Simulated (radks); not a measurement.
The oxygen anion O2-, [Ne], held by a Watson sphere: a shell of charge +2 at radius R that stands for the Madelung well of a crystal (potential energy -2/R inside, -2/r outside, in hartree with lengths in bohr). Method: scalar-relativistic Kohn-Sham, LDA (Slater exchange, VWN5 correlation), spin-polarised, spherical densities, finite nucleus; Fermi nuclear charge, rms radius of each element as measured or else 0.836 A^(1/3) + 0.57 fm; computed with a radial shooting solver on a logarithmic mesh with Libxc functionals. Response by self-consistent Sternheimer equations with the Hartree and adiabatic LDA kernel, the relativistic mass of each level held fixed and spin-orbit coupling left out. The sphere does not respond.

R (bohr)  e(1s) (eV)  e(2s) (eV)  e(2p) (eV)  <r> 2p (bohr)  sum of <r^2> (bohr^2)  X-ray form factor at sin(theta)/lambda = 0.3 1/angstrom  alpha (bohr^3)
1.67         -504.54     -23.544      -9.144          1.408                  19.39                                                    4.279           10.51
2.15         -504.59     -21.276      -7.358          1.526                  22.78                                                    4.114           16.98
2.18         -504.58     -21.156      -7.257          1.532                  22.99                                                    4.108           17.48
2.19         -504.57     -21.116      -7.224          1.535                  23.06                                                    4.107           17.66
2.23         -504.55     -20.960      -7.093          1.544                  23.34                                                    4.099           18.36
2.46         -504.37     -20.142      -6.387          1.594                  24.94                                                    4.069           22.93
3.2          -503.62     -18.231      -4.606          1.739                  30.25                                                    4.041           45.48
3.65         -503.19     -17.454      -3.821          1.819                  33.70                                                    4.041           67.65
